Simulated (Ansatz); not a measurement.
Cost and result for the atomization energy of C₄H₆F₄, SMILES `C[C@H](F)[C@H](F)C(F)F` (14 atoms, 13 bonds).

```xyz
14

C    -0.223    0.338    1.686
C     0.767   -0.026    0.609
F     1.438    1.118    0.194
C     0.179   -0.710   -0.611
F     1.199   -1.313   -1.315
C    -0.522    0.219   -1.587
F    -1.000   -0.506   -2.621
F    -1.582    0.805   -0.976
H     0.308    0.796    2.520
H    -0.974    1.036    1.319
H    -0.728   -0.558    2.053
H     1.527   -0.709    1.003
H    -0.527   -1.487   -0.298
H     0.138    0.997   -1.977
```

Total charge 0; spin multiplicity 1. All single points use the PBE0-D4/def2-TZVP geometry. It is one conformer, not always the lowest. Program: Ansatz. All runs use 2 threads of an AMD EPYC 7R13 on a shared host and a share of an NVIDIA H100 80 GB. Times are those of one run each, without the atoms' runs, and a repeat can differ threefold. Electronic energies, without spin–orbit coupling; frozen cores. CCSD(T)/CBS adds CCSD(T) − MP2 in def2-TZVPP to the MP2 limit, and its time is that of the two runs behind it. T1 = 0.011.

CCSD(T)/CBS is a level of theory with its own doubt, some kJ/mol a heavy atom from the limit and from the frozen cores, so smaller differences don't rank the functionals.

| level | functions | wall time |
| --- | --- | --- |
| CAM-B3LYP-D4/def2-TZVPP | 332 | 8 s |
| MP2/def2-QZVPP | 636 | 8.5 s |
| BHLYP-D4/def2-TZVPP | 332 | 9 s |
| ωB97X-V/def2-TZVPP | 332 | 12 s |
| revPBE-D4/def2-TZVPP | 332 | 13 s |
| PBE0-D4/def2-TZVPP | 332 | 14 s |
| BLYP-D4/def2-TZVPP | 332 | 16 s |
| PBE-D4/def2-TZVPP (with forces) | 332 | 16 s |
| B2PLYP/def2-TZVPP | 332 | 18 s |
| r2SCAN-D4/def2-TZVPP (with forces) | 332 | 18 s |
| CCSD(T)/def2-SVP | 142 | 18 s |
| CCSD(T)/def2-TZVPP | 332 | 28 s |
| CCSD(T)/CBS(def2) | – | 37 s |

What atomization energy does each give, and how far from CCSD(T)/CBS? (Estimate.)

Computed: 
```
                             level  atomization (kcal/mol)  difference from CCSD(T)/CBS  per bond
           CAM-B3LYP-D4/def2-TZVPP                  1352.6                         10.2       0.8
                    MP2/def2-QZVPP                  1365.4                         23.0       1.8
               BHLYP-D4/def2-TZVPP                  1287.9                        -54.5      -4.2
                ωB97X-V/def2-TZVPP                  1347.7                          5.3       0.4
              revPBE-D4/def2-TZVPP                  1344.0                          1.6       0.1
                PBE0-D4/def2-TZVPP                  1351.9                          9.5       0.7
                BLYP-D4/def2-TZVPP                  1343.3                          0.9       0.1
   PBE-D4/def2-TZVPP (with forces)                  1387.4                         45.0       3.5
                 B2PLYP/def2-TZVPP                  1328.2                        -14.2      -1.1
r2SCAN-D4/def2-TZVPP (with forces)                  1349.4                          7.0       0.5
                  CCSD(T)/def2-SVP                  1285.5                        -56.9      -4.4
                CCSD(T)/def2-TZVPP                  1309.2                        -33.2      -2.6
                 CCSD(T)/CBS(def2)                  1342.4                          0.0       0.0
```

In def2-TZVPP, CCSD(T) changes the Hartree–Fock value by +343.4 kcal/mol (the triples alone add +22.2 kcal/mol) and MP2 by +380.1 kcal/mol; breaking electron pairs costs correlation energy, which Hartree–Fock lacks. The D4 term adds +10.0 kcal/mol with B3LYP and +5.3 kcal/mol with PBE0; it sums over pairs of atoms, weighted by their polarisabilities, and B3LYP, whose exchange is more repulsive, gets the larger term. At CCSD(T), def2-SVP lies −57.0 kcal/mol from the extrapolated value and def2-TZVPP −33.2 kcal/mol: correlation converges slowly with the basis, and small sets miss more of it in the bonded molecule than in its fragments.

B3LYP here is the variant with VWN-RPA as its local correlation; programs differ in this.
